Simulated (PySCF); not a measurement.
**Energy of Ni²⁺ (nickel, charge +2) between two integer charges**

The 3d beta orbital of [Ar] 3d8 is emptied in steps (occupation f), with all orbitals relaxed, ending at [Ar] 3d7. Computed with PySCF 2.14 in aug-pcseg-2, with no relativity, point nucleus. The exact energy is a straight line in f; departures are measured from the line between the end points of the same method.

```csv
f,UHF (eV),LDA (eV),PBE (eV)
1,0.000,0.000,0.000
0.9,0.322,-0.801,-0.777
0.7,0.724,-1.887,-1.829
0.5,0.831,-2.267,-2.194
0.3,0.673,-1.921,-1.856
0.1,0.279,-0.830,-0.800
0,0.000,0.000,0.000
```

| method | E(f=0) − E(f=1) (eV) | −ε at f=1 (eV) | −ε at f=0.5 (eV) |
| --- | --- | --- | --- |
| UHF | 33.295 | 36.949 | 33.143 |
| LDA | 36.804 | 27.945 | 36.704 |
| PBE | 36.384 | 27.784 | 36.304 |

Orbital energy along the path (eV):

```
  f      UHF      LDA      PBE
  1  -36.949  -27.945  -27.784
0.9  -36.099  -29.642  -29.441
0.7  -34.539  -33.121  -32.828
0.5  -33.143  -36.704  -36.304
0.3  -31.893  -40.382  -39.857
0.1  -30.771  -44.148  -43.474
  0  -30.254  -46.062  -45.301
```

Reference removal energy between the ground levels: 35.187 ± 0.019 eV (measured; NIST Atomic Spectra Database, ionization energies). The calculation has no spin-orbit coupling. The determinant left behind need not be the lowest term of the ion. UHF lacks correlation.
